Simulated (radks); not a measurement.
The numbers below are computed, except where a source is named.
Q: Ionisation of neutral ruthenium, [Kr] 4d7 5s1, to Ru+, [Kr] 4d7, under several functionals. Scalar-relativistic Kohn-Sham, spin-unpolarised, spherical densities, point nucleus; a radial shooting solver on a logarithmic mesh with Libxc functionals. The NIST Atomic Spectra Database gives 7.361 eV (measured). Rank these functionals by the error of their Delta-SCF ionisation energy: exchange-only PBE; Wu-Cohen GGA; LDA (Slater exchange, VWN5 correlation); OLYP; LDA (Slater exchange, Perdew-Zunger correlation).

A: From best to worst: Wu-Cohen GGA 7.286 eV (-0.075); LDA (Slater exchange, VWN5 correlation) 7.604 eV (+0.244); LDA (Slater exchange, Perdew-Zunger correlation) 7.613 eV (+0.253); OLYP 6.928 eV (-0.433); exchange-only PBE 6.783 eV (-0.577). Spin polarisation and multiplet splitting are left out, so open shells lie too high by an amount that depends on their filling.

Beside tabulated values, note that spin-unpolarised runs miss the spin-polarisation part of the exchange energy of open shells.
